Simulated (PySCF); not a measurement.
Working out the ionisation energy of Cu⁺

Cu⁺ [Ar] 3d10 (1S) → Cu²⁺ [Ar] 3d9 (2D). Calculation: PySCF 2.14, in aug-cc-pwCVDZ-PP with ECP10MDF; scalar relativity through the core potential. Frozen: nothing. Energies in hartree (1 hartree = 27.21139 eV):

```csv
part,Cu⁺ (lower),Cu²⁺ (upper)
UHF,-195.923010,-195.292172
MP2 opposite-spin,-0.569591,-0.475204
MP2 same-spin,-0.279618,-0.221093
```

Task: What does Hartree-Fock give?

Result: (-195.292172) − (-195.923010) = 0.630838 hartree = 17.166 eV.

Task: What do MP2 and SCS-MP2 (6/5 opposite-spin, 1/3 same-spin) give?

Result: The opposite-spin parts differ by 2.568 eV and the same-spin parts by 1.593 eV. MP2: 17.166 + (2.568) + (1.593) = 21.327 eV. SCS-MP2: 17.166 + 1.2 × (2.568) + (1.593)/3 = 20.779 eV.

Reference: 20.292 eV (measured; NIST Atomic Spectra Database, ionization energies), between the lowest levels; spin-orbit coupling is absent from the calculation.

A double-zeta basis recovers only part of the correlation energy.

What remains against the reference includes basis incompleteness and correlation beyond second order.
